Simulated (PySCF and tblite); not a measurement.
Values are calculated unless marked as measured or tabulated.
System: C₃H₄ClN₃, numbered as in [CH3:1][c:2]1[n:3][c:4]([Cl:5])[n:6][nH:7]1.

Level: PBE/pcSseg-1 + D3(BJ), IEF-PCM dichloromethane on PBE0-D3(BJ)/def2-SVP stationary points, with GFN2-xTB thermal terms. Rates follow Eyring's equation with the number of equivalent paths and no tunnelling. (PySCF 2.14 with density fitting, tblite 0.8.)

Tunnelling of the moving H, left out here, will speed the real process. In real samples such hydrogens mostly exchange between molecules or through solvent, far faster than by this path.

Task: What barrier does the shift of H on N7 from N7 to N6 meet, and how fast is it at 298 K?

Result: The electronic barrier is 51.6 kcal/mol and ΔG‡(298 K) 46.9 kcal/mol, over a C1 saddle with an imaginary mode of 1672i cm⁻¹ (GFN2-xTB). With 2 equivalent paths, k is 5.3×10⁻²² s⁻¹. The end lies 2.0 kcal/mol above the start in free energy.
